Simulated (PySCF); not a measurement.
## Electron correlation in Sn²⁺ (tin, charge +2)

[Kr] 4d10 5s2, closed-shell 1S. Calculation: PySCF 2.14, in aug-cc-pVDZ-PP with ECP28MDF; a scalar-relativistic core potential. Frozen: 4s2 4p6 4d10; 2 electrons correlated.

Total MP2 correlation energy: -22.00 mhartree.

Same-spin part 0.00 and opposite-spin part -22.00 mhartree; SCS-MP2 scales them by 1/3 and 6/5 to -26.40 mhartree.

With two correlated electrons CCSD is exact within the correlated space (frozen core and kept virtual orbitals).

```tsv
level	correlation energy (mhartree)
CCSD	-32.68
```

Diagnostics: T1 = 0.0027, D1 = 0.0038, largest double amplitude 0.102.

Cost of the coupled-cluster step: 0.04 s of wall time on 1 thread of Neoverse-V2 (shared host), for 2 correlated electrons.
